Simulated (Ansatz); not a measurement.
Reaction (formal exchange of groups at the Si–C bond): `OC[SiH]1CO1` + `CBO` → `CB(O)[SiH]1CO1` + CH₃OH

Calculated with Ansatz (gas phase, PBE0-D4/def2-TZVP geometries, no zero-point term in ΔE). CBS: MP2 limit from def2 TZ/QZ plus the TZ coupled-cluster correction, frozen cores. This one scheme is used for every species. DFT in def2-TZVPP. One conformer a species, not always the lowest.

`OC[SiH]1CO1`:

Cartesian coordinates in Å:
```
O -0.917 -1.989 -0.615
C 0.245 -1.401 -0.035
Si 0.378 0.406 -0.530
C -0.160 1.738 0.566
O 1.276 1.432 0.420
H -1.693 -1.592 -0.211
H 0.267 -1.508 1.057
H 1.098 -1.965 -0.422
H 0.453 0.604 -1.995
H -0.528 1.549 1.574
H -0.419 2.726 0.191
```

`CBO`:

Z-matrix (Å, degrees):
```
C
B 1 1.559
H 1 1.096 2 110.2
H 1 1.092 2 113.4 3 122.1
H 1 1.096 2 110.2 3 -115.8
O 2 1.357 1 119.4 3 -122.1
H 2 1.207 1 121.8 3 57.8
H 6 0.960 2 113.1 1 180.0
```

`CB(O)[SiH]1CO1`:

Z-matrix (Å, degrees):
```
C
B 1 1.559
H 1 1.092 2 112.8
H 1 1.097 2 109.8 3 -121.0
H 1 1.095 2 110.9 3 123.0
O 2 1.358 1 118.9 3 6.3
Si 2 2.029 1 120.1 3 -174.7
H 6 0.960 2 115.0 1 -179.6
C 7 1.821 2 122.5 1 -28.9
O 7 1.680 2 117.1 1 27.7
H 7 1.492 2 117.7 1 169.9
H 9 1.089 7 121.9 2 -1.6
H 9 1.089 7 120.8 2 -159.5
```

CH₃OH:

Cartesian coordinates in Å:
```
C -0.082 -0.278 -0.207
O 0.219 1.063 0.104
H -0.244 -0.328 -1.284
H -0.995 -0.628 0.291
H 0.738 -0.961 0.046
H 0.364 1.131 1.050
```

```json
{"species": "`OC[SiH]1CO1`", "r2SCANh energy (Eh)": "-519.67652"}
{"species": "`CBO`", "r2SCANh energy (Eh)": "-141.21011"}
{"species": "`CB(O)[SiH]1CO1`", "r2SCANh energy (Eh)": "-545.18639"}
{"species": "CH₃OH", "r2SCANh energy (Eh)": "-115.69984"}
```

Question: Work out ΔE.

Answer: ΔE = (-545.18639) + (-115.69984) − (-519.67652) − (-141.21011) = 0.00040 Eh = +1.1 kJ/mol. CCSD(T)/CBS gives +2.8 kJ/mol.

Largest T1 diagnostic among the species: 0.015.

From BLYP to BHLYP (50 % exact exchange), in def2-TZVPP and without D4, ΔE moves by +5.7 kJ/mol. Leaving LDA and LC-ωPBE aside and taking each functional with its dispersion term where it has one, the values, not all of them listed here, spread over 14.7 kJ/mol, from revPBE-D4 to ωB97M-V.
